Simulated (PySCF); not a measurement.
PySCF input for 1-bromo-1-fluorocyclopropane (C3H4BrF), SMILES FC1(Br)CC1, B3LYP-D3(BJ)/def2-SVP. Coordinates come from a B3LYP-D3(BJ)/def2-SVP optimisation.

```python
import numpy as np
from pyscf import gto, scf, dft, df
from pyscf.hessian import thermo

mol = gto.M(
    atom='''
    F    -1.52580515    1.04188077   -0.00000000
    C    -0.20590825    0.74638181   -0.00000000
    Br    0.08450001   -1.16768162    0.00000000
    C     0.70355423    1.63809010    0.76532830
    C     0.70355424    1.63809010   -0.76532830
    H     1.55570614    1.19584155    1.28586824
    H     0.22806627    2.48243720    1.27248168
    H     1.55570616    1.19584155   -1.28586822
    H     0.22806628    2.48243719   -1.27248167
    ''',
    basis='def2-SVP',
    charge=0,
    spin=0,
    max_memory=1600,
    verbose=3,
)
mf = dft.RKS(mol, xc='b3lyp').density_fit(auxbasis='def2-universal-jkfit')
mf.disp = 'd3bj'
mf.grids.level = 3
mf.conv_tol = 1e-11
mf.max_cycle = 100
mf.kernel()

# [left out here: the lines that compute and print the analytic Hessian (its translational invariance restored by hand, since the grid's response is missing), thermochemistry and intensities]
```

Output:

```
converged SCF energy = -2790.24384339804

WARN: DFTD3 does not support analytical Hessian, using finite difference


WARN: Mole.unit (angstrom) is changed to Bohr

Mode                                 0                   1                   2
Irrep
Freq [cm^-1]                      262.8163            283.5232            316.6784
Reduced mass [au]                   4.0085              2.2244             18.2766
Force const [Dyne/A]                0.1631              0.1054              1.0799
Char temp [K]                     378.1341            407.9268            455.6297
Normal mode                   x     y     z       x     y     z       x     y     z
       0   F                -0.08  0.03 -0.00   -0.00 -0.00  0.06   -0.02  0.18  0.00
       1   C                -0.09 -0.00 -0.00   -0.00 -0.00  0.07   -0.05  0.02  0.00
       2  Br                 0.03  0.04  0.00   -0.00  0.00 -0.02    0.03 -0.05 -0.00
       3   C                 0.02 -0.13  0.00   -0.06  0.12 -0.00   -0.05  0.01  0.00
       4   C                 0.02 -0.13 -0.00    0.06 -0.12 -0.00   -0.05  0.01 -0.00
       5   H                -0.07 -0.26  0.03   -0.08  0.27  0.16   -0.03  0.02 -0.01
       6   H                 0.15 -0.03 -0.03   -0.16  0.18 -0.20   -0.06 -0.00  0.01
       7   H                -0.07 -0.26 -0.03    0.08 -0.27  0.16   -0.03  0.02  0.01
       8   H                 0.15 -0.03  0.03    0.16 -0.18 -0.20   -0.06 -0.00 -0.01
Mode                                 3                   4                   5
Irrep
Freq [cm^-1]                      461.3790            498.1900            754.6891
Reduced mass [au]                   3.5768              3.7906              1.0428
Force const [Dyne/A]                0.4486              0.5543              0.3499
Char temp [K]                     663.8217            716.7845           1085.8296
Normal mode                   x     y     z       x     y     z       x     y     z
       0   F                -0.00 -0.00  0.10    0.10  0.04  0.00   -0.03 -0.00 -0.00
       1   C                -0.00  0.00 -0.15    0.05 -0.12 -0.00   -0.01 -0.01  0.00
       2  Br                 0.00 -0.00  0.01   -0.00  0.03  0.00    0.00  0.00  0.00
       3   C                -0.09 -0.06 -0.03   -0.08 -0.07  0.01   -0.00  0.02 -0.01
       4   C                 0.09  0.06 -0.03   -0.08 -0.07 -0.01   -0.00  0.02  0.01
       5   H                -0.15 -0.04  0.07    0.01  0.06 -0.02    0.22 -0.07 -0.45
       6   H                -0.25 -0.14 -0.05   -0.25 -0.19  0.05    0.09 -0.19  0.42
       7   H                 0.15  0.04  0.07    0.01  0.06  0.02    0.22 -0.07  0.45
       8   H                 0.25  0.14 -0.05   -0.25 -0.19 -0.05    0.09 -0.19 -0.42
Mode                                 6                   7                   8
Irrep
Freq [cm^-1]                      826.5033            888.5634            977.9797
Reduced mass [au]                   3.2272              1.2387              2.0802
Force const [Dyne/A]                1.2989              0.5762              1.1722
Char temp [K]                    1189.1542           1278.4449           1407.0950
Normal mode                   x     y     z       x     y     z       x     y     z
       0   F                 0.09 -0.03  0.00    0.00 -0.00 -0.02   -0.10  0.01  0.00
       1   C                 0.01  0.14  0.00   -0.00  0.00 -0.01    0.07  0.04 -0.00
       2  Br                -0.00 -0.01 -0.00   -0.00 -0.00  0.00    0.00 -0.00  0.00
       3   C                -0.06 -0.01  0.10    0.08 -0.04  0.01    0.06 -0.01  0.09
       4   C                -0.06 -0.01 -0.10   -0.08  0.04  0.01    0.06 -0.01 -0.09
       5   H                -0.14 -0.25  0.02    0.25  0.38  0.10    0.04  0.08  0.22
       6   H                 0.10  0.04  0.18   -0.35 -0.22 -0.08   -0.28 -0.24  0.18
       7   H                -0.14 -0.25 -0.02   -0.25 -0.38  0.10    0.04  0.08 -0.22
       8   H                 0.10  0.04 -0.18    0.35  0.22 -0.08   -0.28 -0.24 -0.18
Mode                                 9                  10                  11
Irrep
Freq [cm^-1]                     1016.7947           1043.5376           1077.7906
Reduced mass [au]                   3.5695              1.4390              1.7482
Force const [Dyne/A]                2.1743              0.9233              1.1965
Char temp [K]                    1462.9412           1501.4182           1550.7008
Normal mode                   x     y     z       x     y     z       x     y     z
       0   F                 0.00 -0.00  0.02   -0.03  0.00  0.00   -0.00 -0.00  0.00
       1   C                -0.00 -0.00 -0.21    0.02  0.01 -0.00    0.00  0.00 -0.06
       2  Br                -0.00  0.00  0.00   -0.00  0.00  0.00   -0.00 -0.00  0.00
       3   C                 0.03  0.04  0.09   -0.03 -0.05  0.09    0.09  0.10 -0.01
       4   C                -0.03 -0.04  0.09   -0.03 -0.05 -0.09   -0.09 -0.10 -0.01
       5   H                 0.14  0.12 -0.02    0.31  0.33 -0.14   -0.21 -0.24  0.20
       6   H                 0.18  0.20 -0.02    0.19  0.22 -0.15   -0.19 -0.19  0.22
       7   H                -0.14 -0.12 -0.02    0.31  0.33  0.14    0.21  0.24  0.20
       8   H                -0.18 -0.20 -0.02    0.19  0.22  0.15    0.19  0.19  0.22
Mode                                12                  13                  14
Irrep
Freq [cm^-1]                     1163.1784           1198.6033           1329.4707
Reduced mass [au]                   1.2594              2.5984              2.2651
Force const [Dyne/A]                1.0039              2.1994              2.3589
Char temp [K]                    1673.5548           1724.5232           1912.8124
Normal mode                   x     y     z       x     y     z       x     y     z
       0   F                 0.00 -0.00 -0.00    0.04 -0.02  0.00    0.06 -0.01 -0.00
       1   C                -0.00  0.00  0.00   -0.09  0.17  0.00   -0.19 -0.06  0.00
       2  Br                 0.00 -0.00  0.00    0.00 -0.00 -0.00    0.00  0.00 -0.00
       3   C                 0.07 -0.06 -0.00    0.02 -0.06 -0.06    0.03  0.02  0.03
       4   C                -0.07  0.06 -0.00    0.02 -0.06  0.06    0.03  0.02 -0.03
       5   H                -0.19 -0.11  0.39    0.14  0.16 -0.10    0.03  0.23  0.25
       6   H                 0.10  0.17 -0.38   -0.25 -0.17 -0.12    0.12 -0.04  0.25
       7   H                 0.19  0.11  0.39    0.14  0.16  0.10    0.03  0.23 -0.25
       8   H                -0.10 -0.17 -0.38   -0.25 -0.17  0.12    0.12 -0.04 -0.25
Mode                                15                  16                  17
Irrep
Freq [cm^-1]                     1414.8850           1480.4466           3134.1198
Reduced mass [au]                   1.0951              1.7684              1.0521
Force const [Dyne/A]                1.2916              2.2836              6.0888
Char temp [K]                    2035.7045           2130.0330           4509.3007
Normal mode                   x     y     z       x     y     z       x     y     z
       0   F                 0.00  0.00  0.00   -0.02  0.00  0.00    0.00 -0.00 -0.00
       1   C                -0.00 -0.00 -0.01    0.10  0.06 -0.00   -0.00 -0.00 -0.00
       2  Br                 0.00  0.00  0.00   -0.00 -0.00  0.00   -0.00 -0.00 -0.00
       3   C                -0.02 -0.02 -0.05   -0.05 -0.05 -0.09    0.01  0.02  0.04
       4   C                 0.02  0.02 -0.05   -0.05 -0.05  0.09   -0.01 -0.02  0.04
       5   H                -0.07  0.33  0.34   -0.08  0.26  0.23   -0.35  0.19 -0.21
       6   H                 0.32 -0.06  0.35    0.28 -0.06  0.24    0.23 -0.41 -0.24
       7   H                 0.07 -0.33  0.34   -0.08  0.26 -0.23    0.35 -0.19 -0.21
       8   H                -0.32  0.06  0.35    0.28 -0.06 -0.24   -0.23  0.41 -0.24
Mode                                18                  19                  20
Irrep
Freq [cm^-1]                     3135.2361           3232.8431           3240.2865
Reduced mass [au]                   1.0599              1.1227              1.1180
Force const [Dyne/A]                6.1387              6.9130              6.9163
Char temp [K]                    4510.9067           4651.3414           4662.0508
Normal mode                   x     y     z       x     y     z       x     y     z
       0   F                -0.00 -0.00  0.00    0.00 -0.00  0.00   -0.00  0.00  0.00
       1   C                -0.00 -0.00  0.00   -0.00  0.00  0.00    0.00 -0.00  0.00
       2  Br                -0.00 -0.00  0.00    0.00 -0.00 -0.00   -0.00  0.00  0.00
       3   C                 0.01  0.02  0.04   -0.05  0.05 -0.00    0.05 -0.05  0.00
       4   C                 0.01  0.02 -0.04    0.05 -0.05 -0.00    0.05 -0.05 -0.00
       5   H                -0.35  0.19 -0.20    0.40 -0.21  0.24   -0.39  0.21 -0.24
       6   H                 0.23 -0.40 -0.23    0.18 -0.33 -0.19   -0.19  0.34  0.20
       7   H                -0.35  0.19  0.20   -0.40  0.21  0.24   -0.39  0.21  0.24
       8   H                 0.23 -0.40  0.23   -0.18  0.33 -0.19   -0.19  0.34 -0.20
temperature 298.1500 [K]
pressure 101325.00 [Pa]
Rotational constants [GHz] 6.13958 2.15210 1.83235
Symmetry number 1
Zero-point energy (ZPE) 0.06319 [Eh]   165907.182 [J/mol]
                           tot       elec      trans        rot        vib
Entropy [J/mol/K]       312.350      0.000    170.284    112.914     29.152
Cv [J/mol/K]             73.782      0.000     12.472     12.472     48.839
Cp [J/mol/K]             82.097      0.000     20.786     12.472     48.839
Internal energy [J/mol]                      3718.434   3718.434 171685.417
Internal energy [Eh]   -2790.17562  -2790.24384
Enthalpy [J/mol]                             6197.391   3718.434 171685.417
Enthalpy [Eh]          -2790.17468
Gibbs free energy [J/mol]                  -44572.821 -29946.855 162993.665
Gibbs free energy [Eh] -2790.21015
static polarisability / bohr^3: [[38.554  0.448 -0.   ]
 [ 0.449 58.72   0.   ]
 [-0.     0.    39.898]]
largest difference of analytic and finite-field dipole derivatives / e: 0.0005269756714579854
mode   freq/cm-1   IR/(km/mol)   Raman/(A^4/amu)   depolarisation
   1      262.82         0.753             2.174            0.351
   2      283.52         0.151             1.414            0.750
   3      316.68         0.349             3.478            0.390
   4      461.38         0.622             2.965            0.750
   5      498.19        26.853            11.307            0.305
   6      754.69         2.650             1.925            0.748
   7      826.50        44.671             9.822            0.529
   8      888.56         0.119             0.454            0.750
   9      977.98        10.420             9.590            0.178
  10     1016.79        29.426             4.949            0.750
  11     1043.54        34.859             2.688            0.027
  12     1077.79         1.689             1.730            0.750
  13     1163.18         0.141             5.254            0.750
  14     1198.60       114.543             2.772            0.508
  15     1329.47        50.896            12.882            0.205
  16     1414.89         6.479             9.930            0.750
  17     1480.45        39.578             3.804            0.682
  18     3134.12         2.124            32.942            0.750
  19     3135.24         0.230           191.628            0.039
  20     3232.84         0.000            86.862            0.750
  21     3240.29         0.124            39.407            0.728
max |gradient| / (hartree/bohr): 3.736785025694727e-05
APT charges: [-0.54    0.9102 -0.2714 -0.1168 -0.1168  0.0434  0.024   0.0434  0.024 ]
```

Self-consistency was reached.
